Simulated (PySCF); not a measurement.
Input of a run (PBE0-D3(BJ)/def2-SVP geometry optimisation, gas phase (PySCF 2.14.0)), started from GFN2-xTB:
```
{"job": {"xc": "PBE0", "basis": "def2-SVP", "d3": "d3bj", "grid": 1, "kind": "geom"}, "charge": 1, "multiplicity": 1}
C     -2.904883    -0.171320     0.332614
C     -1.449108    -0.100644     0.139228
C     -0.769233    -0.660244    -0.946418
C      0.604854    -0.531618    -1.024149
C      1.274850     0.161899    -0.002743
C      2.788570     0.350175    -0.011135
F      3.092851     1.647253    -0.020123
F      3.327218    -0.186614     1.082800
F      3.342403    -0.217624    -1.072943
C      0.529546     0.681796     1.029651
O     -0.772836     0.541803     1.073020
H     -3.425379     0.274223    -0.516953
H     -3.233912    -1.211089     0.376481
H     -3.200104     0.339432     1.245849
H     -1.321588    -1.185719    -1.710577
H      1.161792    -0.952764    -1.850256
H      0.947961     1.233085     1.865743
```

Output (energies in Eh, forces in Eh/bohr):
```
step   0  E = -643.69306797  max force = 0.014911
step   1  E = -643.69460301  max force = 0.006398
step   2  E = -643.69469261  max force = 0.002632
step   3  E = -643.69475427  max force = 0.001389
step   4  E = -643.69478619  max force = 0.002047
step   5  E = -643.69482666  max force = 0.003153
step   6  E = -643.69489314  max force = 0.002893
step   7  E = -643.69499036  max force = 0.002200
step   8  E = -643.69482511  max force = 0.007618
step   9  E = -643.69515650  max force = 0.004802
step  10  E = -643.69555343  max force = 0.001534
step  11  E = -643.69561323  max force = 0.001137
step  12  E = -643.69544704  max force = 0.003294
step  13  E = -643.69561711  max force = 0.001084
step  14  E = -643.69563851  max force = 0.000653
step  15  E = -643.69564596  max force = 0.000279
optimisation converged
```

Question: Summarise the run.

Answer: The energy falls by 6.8 kJ/mol over 16 energy and gradient evaluations, the largest force component goes from 0.0149 to 2.8e-04 Eh/bohr, and the atoms move by 0.562 Å rms after alignment. Among the bonds, C10–O11, C1–H13, C3–H15 and C4–H16 change most and about equally (+0.012 to +0.013 Å). Bonds longer at the end by more than 0.005 Å: 8 of 17; shorter: 5. Among the angles that change most is C1–C2–C3, from 124.4° to 126.5°. Among the dihedrals that turn most is C10–C5–C6–F8, from 59° to 127°. The energy rose by more than 1e-6 Eh at steps 8 and 12. The first step brought 60 % of the lowering.

Question: What are the final bond lengths?

Answer: C1–C2 1.474 Å, C2–C3 1.391 Å, C3–C4 1.387 Å, C4–C5 1.406 Å, C5–C6 1.519 Å, C6–F7 1.325 Å, C6–F8 1.324 Å, C6–F9 1.324 Å, C5–C10 1.369 Å, C10–O11 1.322 Å, C2–O11 1.326 Å, C1–H12 1.100 Å, C1–H13 1.104 Å, C1–H14 1.097 Å, C3–H15 1.091 Å, C4–H16 1.094 Å, C10–H17 1.092 Å. Numbering counts from 1 in the input's order; the species is `Cc1ccc(C(F)(F)F)c[o+]1`.

The run used 184 basis functions and 125 SCF cycles in all.

Not checked by PBE0-D3(BJ)/def2-SVP frequencies.
